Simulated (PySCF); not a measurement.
**Dipole moment and polarisability of `OB(O)[C@@H]1C[C@@H]2C[C@@H]21`**

Species: C₅H₉BO₂.
SMILES with atom numbers: `[OH:1][B:2]([OH:3])[C@@H:4]1[CH2:5][C@@H:6]2[CH2:7][C@H:8]12` (hydrogens: H9 on O1; H10 on O3; H11 on C4; H12, H13 on C5; H14 on C6; H15, H16 on C7; H17 on C8)

Geometry (PBE0-D3(BJ)/def2-SVP, Å), atoms numbered from 1 in this order:
```xyz
17
C5H9BO2 angstrom
O      2.324    0.661    0.525
B      1.675   -0.386   -0.052
O      2.304   -1.602   -0.038
C      0.227   -0.175   -0.641
C     -0.420    1.242   -0.632
C     -1.508    0.738    0.310
C     -0.904    0.164    1.553
C     -0.903   -0.652    0.298
H      3.175    0.390    0.886
H      1.779   -2.297   -0.443
H      0.127   -0.641   -1.635
H     -0.813    1.519   -1.620
H      0.206    2.066   -0.255
H     -2.563    1.022    0.268
H      0.032    0.574    1.950
H     -1.620   -0.153    2.316
H     -1.409   -1.621    0.239
```

Level: B3LYP/def2-SVPD (PySCF), static field, nuclei fixed, core orbitals frozen in the response. The polarisability tensor in these axes (au):

```
x   79.31 -3.29 -0.92
y   -3.29 74.32  0.27
z   -0.92  0.27 70.80
```

Problem. What are the eigenvalues, a third of the trace, and Δα (Δα² = ½Σ(αi − αj)² over the three pairs)?

Solution. Principal values 70.70, 72.70 and 81.04 au; mean 74.81 au = 11.09 Å³ = 12.33 × 10⁻⁴⁰ C²·m²/J; Δα = 9.50 au (13 % of the mean).

Problem. What is the dipole moment, and where does it point?

Solution. (-0.47, -1.31, -0.51) D, 1.48 D in size, pointing from the negative to the positive side. Measured along this direction, the outermost atoms are H13 at the negative end and H17 at the positive end.

Problem. Orientational against electronic polarisability at 400 K (dilute gas, rigid molecules)?

Solution. In Gaussian units μ²/3kT = 13.27 Å³ against 11.09 Å³, a ratio of 1.20; the Debye molar polarisation (4π/3)N_A(α + μ²/3kT) is 61.4 cm³/mol, leaving out the vibrational part.

Problem. In TDDFT the mean static polarisability is Σ f/ω² over all singlet excitations (ω in hartree). How much of it do the 10 lowest give? Their energies (eV) and oscillator strengths: 6.04, 0.0082; 6.67, 0.0299; 6.78, 0.0028; 6.85, 0.0051; 7.05, 0.0115; 7.40, 0.0012; 7.41, 0.0034; 7.50, 0.0191; 7.56, 0.0004; 7.77, 0.0015.

Solution. They add up to 1.30 au, 1.7 % of the 74.81 au; the largest single term is 0.50 au, from the state at 6.67 eV. Terms in order: 0.17, 0.50, 0.04, 0.08, 0.17, 0.02, 0.05, 0.25, 0.00, 0.02 au. Higher excitations give the rest. The strengths listed sum to 0.083.

Problem. Refractivity n − 1 of an ideal gas of it at 273.15 K and 1 atm, from the electronic α?

Solution. N = p/kT = 2.6868 × 10¹⁹ cm⁻³, so n − 1 = 2π × N × 11.09 × 10⁻²⁴ cm³ = 1871 × 10⁻⁶ at long wavelengths.

Geometry: PBE0-D3(BJ)/def2-SVP, one conformer, isolated molecule.

The run behind these numbers computed excited states and ΔSCF ions as well. Time: 3.5 min (with the writing of density and orbital grids); peak memory 1.1 GiB. Hardware: an Arm Neoverse V1 with one thread, shared host with 32 logical CPUs at a one-minute load of 15.
